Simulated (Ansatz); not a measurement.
Basis sets compared for Ga6. Charge 0, multiplicity 1. Geometry r2SCAN-D4/def2-SVP. Ansatz on 4 threads of Arm Neoverse V2 on a shared host; times are rough, and most runs start from earlier orbitals.

Cartesian coordinates in Å:
```
Ga 0.8150 1.8445 0.5814
Ga -1.6125 -0.7822 0.4439
Ga 0.1361 -0.0599 2.0932
Ga 1.1284 -0.1328 -1.7649
Ga 0.4495 -2.0345 -0.2494
Ga -0.9167 1.1649 -1.1043
```

The restricted singlet is unstable towards broken spin symmetry in Hartree–Fock (as tested in another run); at PBE-D4/def2-SVP, PBE-D4/def2-TZVP, PBE-D4/def2-TZVPD, PBE0-D4/def2-SVP and others this wasn't settled. The structure comes from a short search, and lower isomers may exist.

Binding counts from free atoms (Ga doublet) in the same basis, without a counterpoise term.

| level | functions | energy (Eh) | HOMO (eV) | LUMO (eV) | binding per atom (eV) | wall time |
| --- | --- | --- | --- | --- | --- | --- |
| PBE-D4/def2-SVP | 192 | -11546.0322 | -4.62 | -3.95 | 1.93 | 3.6 s |
| PBE-D4/def2-TZVP | 288 | -11547.5166 | -4.57 | -3.90 | 1.93 | 6.5 s |
| PBE0-D4/def2-SVP | 192 | -11546.2293 | -5.26 | -3.41 | 1.80 | 9 s |
| PBE0-D4/def2-TZVP | 288 | -11547.7104 | -5.20 | -3.34 | 1.80 | 26 s |

(1) Estimate the rows for PBE-D4/def2-TZVPD, PBE0-D4/def2-TZVPD.

## Answers

(1) 
| level | functions | energy (Eh) | HOMO (eV) | LUMO (eV) | binding per atom (eV) | wall time |
| --- | --- | --- | --- | --- | --- | --- |
| PBE-D4/def2-TZVPD | 324 | -11547.5181 | -4.56 | -3.90 | 1.93 | 11 s |
| PBE0-D4/def2-TZVPD | 324 | -11547.7122 | -5.18 | -3.33 | 1.81 | 24 s |
